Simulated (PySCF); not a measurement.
A GIAO shielding run with PySCF 2.14.0 with density-fitted response routines (density fitting, non-relativistic, gas phase) on `FC(F)[C@@H]1CCC[Si@]1(F)P`, C₅H₁₀F₃PSi:

```
$ OMP_NUM_THREADS=1 python probes_run.py task.json out

{"job": {"kind": "nmr", "xc": "PBE0", "basis": "pcSseg-1"}, "charge": 0, "multiplicity": 1}
F     -2.530356     1.646428     1.043110
C     -1.247526     1.686859     0.599727
F     -0.472796     1.668777     1.723737
C     -0.917918     0.521912    -0.298313
C     -1.235545    -0.824989     0.362141
C     -0.437489    -1.906440    -0.361750
C      1.032938    -1.474685    -0.418051
Si     0.949564     0.411090    -0.715738
F      1.069525     0.709051    -2.315167
P      2.202948     1.959800     0.294855
H     -1.094164     2.665019     0.118722
H     -1.508785     0.635811    -1.209619
H     -2.305248    -1.036647     0.332579
H     -0.927516    -0.787936     1.409608
H     -0.545094    -2.868149     0.140257
H     -0.821126    -2.009216    -1.378291
H      1.569839    -2.013249    -1.196151
H      1.522362    -1.704515     0.528489
H      3.402021     1.439593    -0.165672
H      2.289218     1.292164     1.502490
```

Hardware: 1 thread of an Arm Neoverse V2, shared host. The job also computes population analyses, field gradients, ring-centre shieldings.

Q: How large is the calculation?

A: 96 electrons, 234 basis functions and 1260 auxiliary functions.

Q: How long does it take, and how much memory does it need?

A: 68 s of wall time, with 14 SCF cycles and 4 response iterations; peak memory 1.1 GiB. Times on a shared host scatter by some tens of per cent.
